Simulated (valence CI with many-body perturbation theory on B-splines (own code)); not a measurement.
# How close is CI+MBPT for Nb III?

Level of theory: relativistic CI+MBPT: three valence electrons over a frozen Dirac-Fock core [Kr], a basis of 7 s, 7 p, 8 d, 6 f, 4 g, 1 h functions for each j, with the one-electron correlation potential Σ1 (screened to all orders), the two-electron term Σ2, the three-electron term Σ3, Breit, model QED; selected single and double excitations, second order for the rest, scaled by the run's own slope (own B-spline code, finite nucleus).

Against 24 measured levels this calculation errs by 551 cm⁻¹ on average and by 1058 at most. These come from a selection out of Shadmi, J. Res. Natl. Bur. Stand. 70A, 435 (1966). Levels without a partner in it may be off by more, other configurations by 1,000 to 8,000 cm⁻¹.

Measured levels: measured levels as listed in Shadmi, J. Res. Natl. Bur. Stand. 70A, 435 (1966). Pairs share parity and J, and are chosen by configuration, term and nearness in energy; levels without a clear partner are left out. Energies in cm⁻¹ above the measured ground level.

Letters in brackets count levels of one name in rising energy.

```csv
Computed label,Label in the source,Measured,Computed,Difference
4d³ ⁴F_3/2,4d3 4F,0,0.0,0
4d³ ⁴F_5/2,4d3 4F,515.8,510.4,-5
4d³ ⁴F_7/2,4d3 4F,1176.6,1167.8,-9
4d³ ⁴F_9/2,4d3 4F,1939,1931.5,-8
4d³ ⁴P_3/2,4d3 4P,8607.5,9211.3,+604
4d³ ⁴P_1/2,4d3 4P,8664.3,9249.7,+585
4d³ ²G_7/2,4d3 2G,9236.1,9447.1,+211
4d³ ⁴P_5/2,4d3 4P,9593.7,10163.1,+569
4d³ ²G_9/2,4d3 2G,9804.5,10000.4,+196
4d³ ²H_9/2,4d3 2H,12916.4,12959.1,+43
4d³ ²D_5/2 [a],4d3 2D,13094,13783.6,+690
4d³ ²H_11/2,4d3 2H,13263.8,13297.5,+34
4d³ ²F_7/2,4d3 2F,19861,20636.3,+775
4d³ ²F_5/2,4d3 2F,19975,20729.9,+755
4d²5s ⁴F_3/2,4d2(3F) 5s 4F,25220.2,25584.1,+364
4d²5s ⁴F_9/2,4d2(3F) 5s 4F,27373.5,27730.7,+357
4d²5s ²F_5/2,4d2(3F) 5s 2F,33658,34315.6,+658
4d²5s ⁴P_1/2,4d2(3P) 5s 4P,34514.5,35572.7,+1058
4d²5s ⁴P_3/2,4d2(3P) 5s 4P,34807.2,35862.3,+1055
4d²5s ⁴P_5/2,4d2(3P) 5s,34989.8,36029.3,+1039
4d²5s ²F_7/2,4d2(3F) 5s 2F,35079.2,35677.2,+598
4d²5s ²D_3/2,4d2(1D) 5s 2D,36535.7,37580.4,+1045
4d²5s ²D_5/2,4d2(1D) 5s,37114.7,38145.8,+1031
4d²5s ²G_9/2,4d2(1G) 5s 2G,40875.2,41644.5,+769
4d²5s ²G_7/2,4d2(1G) 5s 2G,40943.9,41712.2,+768
```

Over 24 excited levels the mean absolute difference is 551 cm⁻¹, the median 601 and the largest 1058. The comparison draws on a selection of the measured levels: 25 of the 228 computed ones have a partner in it, and others may be off by more.
